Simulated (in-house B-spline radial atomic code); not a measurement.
**The ytterbium ion Yb⁸⁺: 1s1 2s2 2p6 3s2 3p6 3d10 4s2 4p6 4d10 4f12 5s2 5p3 (with a hole in an inner shell)**

Method: Dirac-Hartree-Fock, average of configuration, Fermi nucleus of rms radius 5.3108 fm. Calculated with a B-spline radial code for spherical atoms.

Screening seen three ways: the hydrogenic charge with the same mean radius, Z_r = [3n² - l(l+1)]/(2<r>), the one with the same energy, Z_e = n√(-2ε), and Slater's rules. Values are occupation-weighted means over j. An effective charge above Z reflects the relativistic contraction of the inner shells.

```csv
shell,electrons,ε (eV),<r> (bohr),Z_r,Z_e,Slater
1s,1,-62976,0.01961,76.48,68.03,70.00
2s,2,-10991,0.08181,73.34,56.84,66.70
2p,6,-9819.8,0.07271,68.76,53.73,66.70
3s,2,-2656.9,0.2128,63.43,41.92,59.75
3p,6,-2285,0.2114,59.12,38.88,59.75
3d,10,-1792.4,0.1924,54.58,34.43,49.85
4s,2,-665.71,0.4796,50.04,27.98,43.25
4p,6,-537.67,0.5057,45.48,25.15,43.25
4d,10,-356.36,0.5424,38.72,20.47,31.85
5s,2,-187.38,1.101,34.07,18.56,16.10
4f,12,-156.18,0.6275,28.69,13.55,21.15
5p,3,-152.85,1.218,29.97,16.76,16.10
```

The least bound orbital is 5p3/2 at -149.7 eV, and it is also the most diffuse (<r> = 1.239 bohr). The part-filled 1s shell lies below the filled 5s shell in orbital energy.

Spin-orbit splittings of the orbital energies (j = l + 1/2 above j = l - 1/2 when positive): 2p 1102 eV, 3p 239 eV, 3d 52.5 eV, 4p 55.27 eV, 4d 10.52 eV, 4f 1.789 eV, 5p 9.496 eV.

For the 1s electron the small component carries 6.94 % of the norm, the zero-frequency Breit interaction raises the level by 72.72 eV, self-energy by 125.1 eV, and vacuum polarisation lowers it by 22.31 eV.
